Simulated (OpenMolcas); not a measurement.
Pm2+: moving or changing the point charges

Pm2+ among 6 point charges of -1 e arranged as a trigonal prism (D3h), 2.34 Å from the ion, with a polar angle of 55.0° against the regular 49.1°.

* Program: OpenMolcas 26.06
* Method: CASSCF
* Basis: ANO-RCC-VDZP [7s6p4d2f1g]
* Scalar Hamiltonian: DKH2, point nucleus
* Active space: 5 electrons in 7 orbitals (4f)
* State averaging: 2S+1 = 6 odd, 21 roots; 2S+1 = 4 odd, 128 roots kept (CI in the orbitals of an earlier block, 108 in the spin-orbit step); 2S+1 = 2 odd, 150 roots kept (CI in the orbitals of an earlier block, 41 in the spin-orbit step)
* Spin-orbit coupling: RASSI with atomic mean-field integrals over the reference wave functions

Runs around this geometry, states (labels of D3, the rotations of D3h). Energies in cm-1 above the lowest state or level, χT in cm3 K/mol.

```csv
R (Å),q (e),Ground state,First state of that spin,First gap with spin-orbit (degeneracies),Width of lowest J,χT at 300 K
2.34,-0.5,6E,6A2 1.1,"14.3 (2, 2)",35,0.387
2.34,-1,6A2,6E 22.3,"74.7 (2, 2)",89,0.387
2.46,-1,6A2,6E 18.0,"54.6 (2, 2)",58,0.387
2.8,-1,6A2,6E 5.8,"14.1 (2, 2)",31,0.387
```

Taking the width of the lowest J multiplet as R^-n, n = -ln(31 / 89) / ln(2.8 / 2.34) = 5.9 between the shortest and longest distance.

Scaling the charges by -0.5 / -1 = 0.50 scales the width of the lowest J multiplet by 35 / 89 = 0.39; with fixed orbitals a first-order splitting would follow the charge.

The ground state changes within this set.

High states are left out of the spin-orbit mixing, which shifts the levels that they would mix with. Point charges carry no covalency, so the field is a model and not that of real ligands. An unlabelled pair can be two single states that coincide in this model. A group larger than the point group allows holds several states that coincide in this model. No measured value stands beside these numbers.
